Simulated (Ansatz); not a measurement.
Cd(Br)(Et) (C2H5BrCd), SMILES C[CH2][Cd][Br].

Geometry: B3LYP-D3(BJ)/def2-SVP. The structure was generated by enumeration; whether it is a known compound was not checked. The def2 effective core potentials stand for the cores of Cd; spin–orbit coupling is left out. The values are those of a single conformer.

Two levels are set side by side: PBE/def2-SVPD (Ansatz, a first-principles code) and PBE0/def2-SVPD (Ansatz). Energy differences of separate SCF runs at the same geometry; the states with an electron removed or added have multiplicity 2 and 2. Differences are taken from unrounded values.

```
quantity                           PBE0   PBE  PBE minus PBE0
---------------------------------  ----  ----  --------------
vertical ionisation energy (eV)    9.51  9.28           -0.23
vertical singlet–triplet gap (eV)  4.57  4.40           -0.17
```
